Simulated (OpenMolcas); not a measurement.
# What dynamic correlation does to the levels of neutral vanadium

| Quantity | Value |
| --- | --- |
| Program | OpenMolcas 26.06 |
| Basis | ANO-RCC-VDZP [5s4p2d1f] |
| Scalar Hamiltonian | DKH2, point nucleus |
| Active space | 5 electrons in 6 orbitals (3d 4s) |
| State averaging | 2S+1 = 6 even, 5 roots; 2S+1 = 4 even, 33 roots (26 in the spin-orbit step); 2S+1 = 2 even, 9 roots |
| Spin-orbit coupling | RASSI with atomic mean-field integrals over the reference wave functions, term energies averaged over their components |

Methods on the same reference wave functions:
A. CASSCF
B. SS-CASPT2, IPEA 0.25 Eh, imaginary shift 0.1 Eh (closed shells correlated: 3s 3p)

Energies in cm⁻¹ above 3d³ 4s² ⁴F_3/2, the measured ground level; measured values from NIST Handbook of Basic Atomic Spectroscopic Data.

```json
{"Level": "3d⁴ 4s ⁶D_1/2", "A": "-6822", "B": "3580", "Measured": "2112"}
{"Level": "3d⁴ 4s ⁶D_3/2", "A": "-6779", "B": "3630", "Measured": "2153"}
{"Level": "3d⁴ 4s ⁶D_5/2", "A": "-6707", "B": "3700", "Measured": "2220"}
{"Level": "3d⁴ 4s ⁶D_7/2", "A": "-6607", "B": "3800", "Measured": "2311"}
{"Level": "3d⁴ 4s ⁶D_9/2", "A": "-6479", "B": "3930", "Measured": "2425"}
{"Level": "3d³ 4s² ⁴F_3/2", "A": "0.0", "B": "0.0", "Measured": "0.0"}
{"Level": "3d³ 4s² ⁴F_5/2", "A": "120", "B": "120", "Measured": "137"}
{"Level": "3d³ 4s² ⁴F_7/2", "A": "284", "B": "287", "Measured": "323"}
{"Level": "3d³ 4s² ⁴F_9/2", "A": "488", "B": "501", "Measured": "553"}
```

A puts 3d⁴ 4s ⁶D_1/2 lowest.

Deviations, from unrounded energies. A percentage is the sum of absolute deviations over the sum of measured energies, with the sign that they share, or ± where signs differ.

| Against measurement | Levels | A | B |
| --- | --- | --- | --- |
| mean absolute deviation (cm-1) | 8 | 5600 | 940 |
| fine structure of the ground term (%) | 3 | -11.9 | -10.4 |
| other configurations (%) | 5 | -397.6 | +66.1 |

B lies closest to measurement on these levels. The largest miss of B in the table is 3d⁴ 4s ⁶D_9/2, by +1500 cm-1. The ranking rests on the paired levels alone, and a cruder setting can come out closer through cancelling errors.

The lowest spin-free term lies below A's lowest term by 0.322 hartree in B.

CASPT2 breaks the degeneracy within a term, and the mean is taken; among the terms shown or strongly mixed into the levels shown the widest spread is 2000 cm-1 (3d³ 4s² ⁴F, B). Over all roots computed the reference weight is 0.86 to 0.92 in B; the roots of lowest weight are the least certain, and an intruder state may touch them. Some high roots are left out of the spin-orbit mixing, which shifts the levels that they would mix with. A single d shell beside an s shell can misplace configurations of different d count against each other. Without dynamic correlation excited terms often stand tens of per cent too high (terms of higher spin than the ground term too low), and those without a measured partner can miss by more than the paired ones (holds for A). The lowest computed level is not the ground level that NIST lists (4F3/2) (holds for A). Configurations are named by rounded mean occupations; where the s occupation lies near a half they are strongly mixed, a name can repeat and a true partner stay unpaired (holds for B). Measured partners are found by configuration, term and J. A level has none where our copy of the source lacks it or the pairing is in doubt (some pairs that miss far off the trend of their configuration count as doubtful), and it then counts in no deviation. Only configurations of the active space appear. The table leaves out levels that lie high or whose names do not pair safely across all columns.
